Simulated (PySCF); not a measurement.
Cl$_{2}$Cu, doublet, geometry from GFN2-xTB (such geometries of metal compounds can be far from the true shape). Base run: CAMB3LYP/def2-SVP in PySCF.

PySCF was given this input:
```python
from pyscf import gto, scf, dft

mol = gto.Mole()
mol.atom = '''
    Cu    0.000000    0.000000    0.000000
    Cl   -0.000000   -0.000000   -2.034859
    Cl    0.000000    0.000000    2.034859
'''
mol.basis = 'def2-svp'
mol.charge = 0
mol.spin = 1
mol.verbose = 4
mol.build()

mf = dft.UKS(mol)
mf.xc = 'camb3lyp'
mf.kernel()
mf.analyze()
```

Variants of this job, named by their change:

```
change                            ΔE vs base (mEh)  SCF cycles  <S^2>               outcome
--------------------------------  ----------------  ----------  -----  --------------------
base                                         0.000          11  0.755             converged
init_guess = mod_huckel                     15.060          11  0.752  another SCF solution
DIIS = EDIIS                                     -          50      -         not converged
diis_space = 12                              0.000          12  0.755             converged
init_guess = vsap                            0.000          16  0.755             converged
solver = newton; init_guess = 1e            -0.001           -  0.755             converged
init_guess = sap                             0.000          11  0.755             converged
init_guess = 1e                              0.000          21  0.755             converged
diis_space = 20                              0.000          12  0.755             converged
conv_tol = 1e-11                             0.000          13  0.755             converged
conv_tol = 1e-7                              0.000          10  0.755             converged
diis_space = 2                               0.000          17  0.755             converged
init_guess = huckel                         15.060          11  0.752  another SCF solution
```

A guess, shift, damping, solver or small numerical setting can't move a converged solution much, so rows marked as another SCF solution ended in a different state.

Open shells are given as the SCF converged; they aren't shown to be the lowest states, and a large step between rows can be another state.
